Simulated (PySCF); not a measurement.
Ge(Me)(OH) (CH4GeO), SMILES [Ge]([OH])[CH3] (connectivity only; charge and spin as stated), neutral, multiplicity 1. Atoms are numbered in the order given.

```xyz
7

Ge     0.4595     0.1138     0.0000
C     -0.5831    -1.5660     0.0000
H     -1.2316    -1.5834    -0.8816
H     -1.2316    -1.5834     0.8816
H      0.0506    -2.4550     0.0000
O     -1.0020     1.1603     0.0000
H     -0.7767     2.0949     0.0000
```
Charge 0, spin multiplicity 1.

Geometry: ωB97X-D3(BJ)/def2-TZVP. Other conformers were not sampled.

Calculation: M06-2X/def2-TZVPD run with PySCF.

Gas-phase values at a fixed geometry.

```json
{
 "total_energy": "-2192.75681 hartree",
 "point_group": "Cs",
 "highest_occupied_level": "-7.48 eV",
 "lowest_empty_level": "-1.08 eV",
 "orbital_gap": "6.40 eV",
 "dipole_moment": "0.75 D",
 "quadrupole, principal values (traceless, Buckingham form, about the centre of nuclear charge)": "-6.99, 2.46, 4.52 D·Å",
 "mean_static_polarisability": "52.5 bohr³ (7.77 Å³)",
 "polarisability_principal_values": "44.5, 50.7, 62.1 bohr³"
}
```
